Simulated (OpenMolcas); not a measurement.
Cr4+ (d2) in a complex was computed by CASSCF with the d shell active (OpenMolcas, ANO-RCC-VTZP on the metal). Its lowest spin-free states, and all those of the highest spin:

| 2S+1 | Degeneracy | E (cm-1) |
| --- | --- | --- |
| 3 | 1 | 0.0 |
| 3 | 2 | 11015 |
| 1 | 1 | 13487 |
| 1 | 1 | 15081 |
| 3 | 1 | 17463 |
| 3 | 1 | 19303 |
| 3 | 2 | 22093 |
| 1 | 2 | 25073 |
| 1 | 1 | 27406 |
| 1 | 1 | 29295 |
| 1 | 1 | 31127 |
| 3 | 1 | 31628 |
| 3 | 2 | 33883 |

**Question.** Is the site octahedral, tetrahedral or cube-like, axial, or of lower symmetry?

**Answer.** The states with 2S+1 = 3 have orbital degeneracies 1, 2, 1, 1, 2, 1, 2. There are pairs but no triples, so the site is axial: not cubic, but with a proper or improper axis of order three or more. The run had Cr4+ with 4 ligands (hydroxide) in tetrahedral coordination (S4) at 1.74 Å. Ligand basis ANO-RCC-VDZP.

Without dynamic correlation the repulsion within the d shell is too large (B by tens of per cent), so at a given field states of lower spin stand too high. The least metal-like active orbital is 77 % on the metal (Löwdin) and no ligand orbital is active, so the numbers are rough. Ligand-to-metal charge-transfer states are missing. With no ligand orbital active B as a rule stays too high, so bands that hang on it stand too high and its fall with covalency is understated. With metal d orbitals alone and no dynamic correlation the field as a rule comes out too small, by tens of per cent, by up to half for chloride and softer ligands. No measured value stands beside these numbers; the geometry was imposed, not optimised, and the real ion may take another.
